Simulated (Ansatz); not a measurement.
Total energies of `[F][Ti]([F])([Cl])[Br]`.

```xyz
5

F     1.132    0.850   -1.117
Ti    0.113   -0.030   -0.026
F     0.791   -1.601    0.248
Cl   -0.031    1.038    1.856
Br   -2.005   -0.256   -0.961
```

Charge 0, multiplicity 1. Correlated methods include outer-core shells of Br, Ti, which these sets cover unevenly. Scalar relativity is left out up to krypton. The structure was optimised at the PBE0-D4/def2-TZVP level. Basis def2-TZVPP, Ansatz 0.2.0.

RPA on PBE orbitals: Hartree–Fock energy of these orbitals -4079.43996 Eh, correlation -2.12052 Eh (frozen core).

```json
{"functional": "PBE", "energy without D4 (Eh)": "-4082.94360", "D4 term (kJ/mol)": "-15.4"}
{"functional": "revPBE", "energy without D4 (Eh)": "-4083.44567", "D4 term (kJ/mol)": "-35.3"}
{"functional": "BLYP", "energy without D4 (Eh)": "-4083.96659", "D4 term (kJ/mol)": "-32.2"}
{"functional": "B3LYP", "energy without D4 (Eh)": "-4083.96357", "D4 term (kJ/mol)": "-25.3"}
{"functional": "r2SCAN0", "energy without D4 (Eh)": "-4083.68604", "D4 term (kJ/mol)": "-4.3"}
{"functional": "BHLYP", "energy without D4 (Eh)": "-4083.77036", "D4 term (kJ/mol)": "-23.3"}
{"functional": "LC-ωPBE", "energy without D4 (Eh)": "-4083.11919", "D4 term (kJ/mol)": "–"}
{"functional": "ωB97M-V", "energy without D4 (Eh)": "-4083.62533", "D4 term (kJ/mol)": "–"}
{"functional": "B2PLYP", "energy without D4 (Eh)": "-4083.13127", "D4 term (kJ/mol)": "–"}
{"functional": "PBE-QIDH", "energy without D4 (Eh)": "-4082.52870", "D4 term (kJ/mol)": "–"}
```

(1) Give the same for LDA (SPW92), r2SCAN, B97M-V, PBE0, r2SCANh, HSE06 (plane-wave form), CAM-B3LYP, ωB97X-V. (An estimate is asked.)

B3LYP takes the VWN-RPA correlation (the form of Gaussian; ORCA's B3LYP/G). HSE06 is the plane-wave form, built on full-range PBE exchange. The double hybrids freeze the cores in their second-order part.

## Answers

(1) The calculation gave: 
```
             functional  energy without D4 (Eh)  D4 term (kJ/mol)
            LDA (SPW92)             -4075.59367                 –
                 r2SCAN             -4083.76894              -3.4
                 B97M-V             -4083.04593                 –
                   PBE0             -4083.06012             -13.2
                r2SCANh             -4083.73440              -3.8
HSE06 (plane-wave form)             -4083.04122             -12.6
              CAM-B3LYP             -4084.02636             -13.9
                ωB97X-V             -4083.39743                 –
```

LC-ωPBE has ω = 0.4 bohr⁻¹.
